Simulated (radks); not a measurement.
Values are calculated unless marked as measured or tabulated.
Task: Ionisation of Tm+, [Xe] 4f13 6s1, to Tm2+, [Xe] 4f13, under several functionals. Scalar-relativistic Kohn-Sham, spin-polarised, spherical densities, finite nucleus; open shells are filled with parallel spins first (spin-orbit coupling, left out, can overturn this in heavy ions); a radial shooting solver on a logarithmic mesh with Libxc functionals. The NIST Atomic Spectra Database gives 12.07 eV (semi-empirical). Rank these functionals by the error of their Delta-SCF ionisation energy: r2SCAN; AM05; MS2 meta-GGA; exchange-only PBE; exchange-only B88; LDA (Slater exchange, Perdew-Zunger correlation); OLYP; PW91; PBE; TASK exchange with Perdew-Wang LDA correlation.

Result: From best to worst: r2SCAN 12.033 eV (-0.032); OLYP 12.032 eV (-0.033); exchange-only PBE 12.010 eV (-0.055); MS2 meta-GGA 12.206 eV (+0.141); AM05 12.209 eV (+0.144); exchange-only B88 11.899 eV (-0.166); PBE 12.306 eV (+0.241); PW91 12.352 eV (+0.287); LDA (Slater exchange, Perdew-Zunger correlation) 12.509 eV (+0.444); TASK exchange with Perdew-Wang LDA correlation 11.111 eV (-0.954). Open shells are spherical and high-spin; term and fine-structure splittings are not resolved. Spin-orbit splitting is averaged out at the scalar-relativistic level.
